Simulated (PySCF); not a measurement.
water (H₂O), singlet, at a GFN2-xTB geometry. Base run: PBE/6-31+G* (PySCF).

The PySCF input:
```python
from pyscf import gto, scf, dft, solvent

mol = gto.Mole()
mol.atom = '''
    O     0.00956971    0.00206403    0.11338892
    H    -0.05579359    0.76362201   -0.46612807
    H    -0.02076411   -0.78013425   -0.44098332
'''
mol.basis = '6-31+g*'
mol.verbose = 4
mol.build()

mf = dft.RKS(mol)
mf.xc = 'pbe'
mf.kernel()
```

The base run was repeated with changes; each row names its change, and settings that it needs were set with it.

```tsv
change	ΔE vs base (kcal/mol)	dipole (D)	HOMO-LUMO gap (eV)
base	0.000	2.18	7.39
model = IEF-PCM; solvent = acetonitrile	…	2.50	7.87
model = IEF-PCM; solvent = dichloromethane; lebedev_order = 11	-6.18	2.45	7.80
model = IEF-PCM; solvent = dichloromethane	-6.32	2.46	7.82
model = IEF-PCM; solvent = dichloromethane; vdw_scale = 1.0	…	…	…
model = IEF-PCM; solvent = dichloromethane; vdw_scale = 1.4	-3.97	2.37	7.70
model = IEF-PCM; solvent = methanol	-7.24	2.50	7.87
model = C-PCM; solvent = dichloromethane	-6.68	2.48	7.84
model = IEF-PCM; solvent = dichloromethane; lebedev_order = 41	-6.33	2.46	7.82
model = IEF-PCM; solvent = dichloromethane; vdw_scale = 1.1	-8.08	2.52	7.89
model = IEF-PCM; solvent = toluene	-3.49	2.34	7.64
model = SS(V)PE; solvent = dichloromethane	…	2.46	…
```

Task: Some entries are withheld; supply them.

Result: 
- model = IEF-PCM; solvent = acetonitrile, ΔE vs base (kcal/mol): -7.28
- model = IEF-PCM; solvent = dichloromethane; vdw_scale = 1.0, ΔE vs base (kcal/mol): -10.36
- model = IEF-PCM; solvent = dichloromethane; vdw_scale = 1.0, dipole (D): 2.59
- model = IEF-PCM; solvent = dichloromethane; vdw_scale = 1.0, HOMO-LUMO gap (eV): 7.98
- model = SS(V)PE; solvent = dichloromethane, ΔE vs base (kcal/mol): -6.28
- model = SS(V)PE; solvent = dichloromethane, HOMO-LUMO gap (eV): 7.81

The base is the gas phase, so ΔE is the electrostatic part of solvation at a fixed geometry, without cavity and dispersion terms.
